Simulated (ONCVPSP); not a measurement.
# Which change was made? (Mo, ONCV)

ONCVPSP 4.0.1 input, shortened (lines: element, Z, core and valence counts, functional; n l f; lmax; l rc ep ncon nbas qcut; lloc lpopt rc5 dvloc0; l nproj debl; icmod fcfact rcfact), PBE, scalar-relativistic:

```
  Mo 42.00    6    4        4      upf
    1    0    2.00
    2    0    2.00
    2    1    6.00
    3    0    2.00
    3    1    6.00
    3    2   10.00
    4    0    2.00
    4    1    6.00
    4    2    5.00
    5    0    1.00
    3
    0    2.15    0.00    4    8    7.10
    1    1.15    0.00    4    6    5.90
    2    2.45    0.00    4    8    6.90
    3    1.90    0.23    4    8    6.20
    4    1    1.00   -1.00
    0    2    1.20
    1    1    2.70
    2    1    2.30
    3    2    0.60
    3    5.25    1.35
```

Cutoffs, loose and tight: the cutoffs (Ha) at which the residual kinetic energy of the hardest occupied pseudo-wave falls to 1 and 0.1 mHa per electron. They do not see the model core or the augmentation charge, which bear on the density cutoff. Test errors are all-electron minus pseudo excitation energies from the reference, over the configurations 4s2 4p6 4d5 5s0; 4s2 4p6 4d4 5s0; 4s2 4p6 4d3 5s0; 4s2 4p6 4d6 5s0; variants that change the core or the reference have their own tests.

The base gives: outcome: generated; cutoff, loose: 60 Ha; cutoff, tight: 73 Ha; bound ghosts: none; GHOST(+) flags above zero: s; largest test error (meV): +17.

(1) After one change the result is: outcome: failed: ERROR pspot: first pseudo wave function has node, program will stop. Which change was it?
A. s: qcut 8.5; p: qcut 7.1; d: qcut 8.3; f: qcut 7.4
B. reference 4s2 4p6 4d6; wave 4s+5s: rc 2.15 bohr, ncon 4, nbas 8, qcut 7.1 1/bohr, 2 projectors becomes 4s: rc 2.15 bohr, ncon 4, nbas 8, qcut 7.1 1/bohr, 2 projectors, debl 1.2 Ha
C. core [Kr], valence charge 6; reference 4d5 5s1; waves now 5s: rc 2.85 bohr, ncon 4, nbas 7, qcut 2.8 1/bohr, 2 projectors, debl 3.4 Ha; p scattering state at 0.3 Ha: rc 2.20 bohr, ncon 5, nbas 9, qcut 3.4 1/bohr, 2 projectors, debl 1.6 Ha; 4d: rc 2.00 bohr, ncon 3, nbas 8, qcut 6.9 1/bohr, 2 projectors, debl 3.5 Ha; f scattering state at 0.26 Ha: rc 3.10 bohr, ncon 3, nbas 6, qcut 3.9 1/bohr, 2 projectors, debl 0.6 Ha; local potential polynomial inside 1.95 bohr (lpopt 3, dvloc0 0 Ha)

## Answers

(1) C. The others give: reference 4s2 4p6 4d6; wave 4s+5s: rc 2.15 bohr, ncon 4, nbas 8, qcut 7.1 1/bohr, 2 projectors becomes 4s: rc 2.15 bohr, ncon 4, nbas 8, qcut 7.1 1/bohr, 2 projectors, debl 1.2 Ha → outcome: generated, projector energies reset by the program; cutoff, loose: 60 Ha; cutoff, tight: 73 Ha; bound ghosts: none; GHOST(+) flags above zero: s; largest test error (meV): +1.6 over the solved tests; 1 of 4 tests not solved or not reliable | s: qcut 8.5; p: qcut 7.1; d: qcut 8.3; f: qcut 7.4 → outcome: generated; cutoff, loose: 52 Ha; cutoff, tight: 68 Ha; bound ghosts: none; GHOST(+) flags above zero: s; largest test error (meV): +11.
